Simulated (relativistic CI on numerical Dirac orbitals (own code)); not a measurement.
# Te9+: q coefficients and field-shift factors

Method of calculation: Dirac-Coulomb-Breit CI, KLI orbitals optimised for each configuration, derivatives by finite differences, unscaled Slater integrals, QED left out (own radial code, finite nucleus).

Configuration list (outside the closed core [Ar] 3d10): 4s²4p⁶4d⁷, 4s²4p⁵4d⁸, 4s²4p⁶4d⁶4f, 4s²4p⁶4d⁶5s, 4s²4p⁴4d⁹, 4s4p⁶4d⁸, 4s²4p⁶4d⁵5s², 4s²4p⁶4d⁶5d. Levels of other configurations are missing.

With x = (α/α₀)² − 1 an excitation energy changes as ω = ω₀ + qx; K = 2q/ω₀ is the relative enhancement. Terms are leading LS components, so labels can repeat. The field-shift factor is F = δν/δ⟨r²⟩ for the transition from the lowest level.

Lowest level 4s²4p⁶4d⁷ ⁴F9/2.

| Level | ω₀ (cm⁻¹) | q (cm⁻¹) | F (GHz/fm²) |
| --- | --- | --- | --- |
| 4s²4p⁶4d⁷ ⁴F7/2 | 9684 | 10860 | 0.135 |
| 4s²4p⁶4d⁷ ⁴F5/2 | 13698 | 11300 | 0.149 |
| 4s²4p⁶4d⁷ ⁴F3/2 | 15597 | 8821 | 0.103 |
| 4s²4p⁶4d⁷ ⁴P3/2 | 22463 | 4956 | 0.0327 |
| 4s²4p⁶4d⁷ ⁴P5/2 | 26095 | 7231 | 0.175 |
| 4s²4p⁶4d⁷ ²G9/2 | 29183 | 7218 | 0.137 |
| 4s²4p⁶4d⁷ ⁴P1/2 | 30455 | 10200 | 0.132 |
| 4s²4p⁶4d⁷ ²G7/2 | 37440 | 14490 | 0.226 |
| 4s²4p⁶4d⁷ ⁴P3/2 | 38888 | 18280 | 0.237 |
| 4s²4p⁶4d⁷ ²H11/2 | 40483 | 9163 | 0.22 |
| 4s²4p⁶4d⁷ ²D5/2 | 41082 | 15420 | 0.234 |
| 4s²4p⁶4d⁷ ²P1/2 | 44821 | 22210 | 0.171 |
| 4s²4p⁶4d⁷ ²H9/2 | 50421 | 20830 | 0.357 |

At this charge energies of transitions that change n are usually good to better than 1 %, and those within a shell (Δn = 0) to a few per cent. Terms inside the open d or f shell come out 10 to 20 % too wide with unscaled integrals. Levels and lines within the n = 5 or 6 shells can be off by up to 10 % or somewhat more, and those that change n by about 2 %, since core polarisation is missing.

(1) Which transition from the lowest level has the largest |K|?

## Answers

(1) 4s²4p⁶4d⁷ ⁴F7/2 at 9684 cm⁻¹, K = 2.24.
